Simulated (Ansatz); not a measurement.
Molecule: SF, net charge 0, doublet state. 
Structure (B3LYP-D3(BJ)/def2-TZVP (Ansatz, a quantum-chemistry and plane-wave program) minimum search):
SMILES: F[S]
```xyz
2

S      0.0000     0.0000    -0.5793
F      0.0000     0.0000     1.0299
```
Charge 0, spin multiplicity 2.

Total electronic energies in hartree. Cores are frozen in the correlated levels unless marked. UHF or UKS for open shells. Spin-orbit coupling is left out. No relativistic terms. CBS(X,Y): correlation extrapolated as X^-3; Hartree-Fock from the larger set (for Q and 5 zeta extrapolated as (X+1)exp(-9√X)). [CCSD(T)-MP2]/basis is that difference in the basis named.

```
level                                                               program  energy (Eh)
-----------------------------------------------------------  --------------  -----------
HF/STO-3G                                                            Ansatz   -491.14837
HF/6-31G                                                             Ansatz   -496.83115
HF/def2-TZVPPD                                                       Ansatz   -496.96987
HSE06-D3(BJ)/def2-TZVPD                                      Ansatz + dftd3   -497.77492
B2GP-PLYP-D4/def2-TZVPD                                      Ansatz + dftd4   -497.78189
MP2/STO-3G                                                           Ansatz   -491.17999
MP2/cc-pV(D+d)Z                                                      Ansatz   -497.20594
MP2/cc-pV(Q+d)Z                                                      Ansatz   -497.41480
MP2/CBS(def2-TZVPPD,def2-QZVPPD)                                     Ansatz    -497.4439
RI-MP2/def2-TZVPP                                                    Ansatz   -497.36113
RI-MP2/CBS(aug-cc-pV(T+d)Z,aug-cc-pV(Q+d)Z)                          Ansatz    -497.4437
SCS-MP2/def2-SVPD                                                    Ansatz   -497.00871
SCS-MP2/def2-TZVPP                                                   Ansatz   -497.35433
SCS-MP2/aug-cc-pV(Q+d)Z                                              Ansatz   -497.41676
CCSD/cc-pV(T+d)Z                                                     Ansatz   -497.38304
CCSD/def2-QZVPP                                                      Ansatz   -497.43267
CCSD(T)/6-31G                                                        Ansatz   -497.00164
CCSD(T)/def2-TZVPPD                                                  Ansatz   -497.40105
CCSDT/cc-pV(D+d)Z                                                    Ansatz   -497.23306
RI-MP2/CBS(def2-TZVPP,def2-QZVPP)+[CCSD(T)-MP2]/def2-SVP             Ansatz    -497.4693
RI-MP2/CBS(def2-TZVPPD,def2-QZVPPD)+[CCSD(T)-MP2]/def2-SVPD          Ansatz    -497.4709
RI-MP2/CBS(def2-TZVPP,def2-QZVPP)+[CCSD(T)-MP2]/def2-QZVPP           Ansatz    -497.4784
CCSD(T)/CBS(cc-pV(Q+d)Z,cc-pV(5+d)Z)                                 Ansatz    -497.4799
```

Totals of different functionals don't rank their quality; only differences between species are comparable.
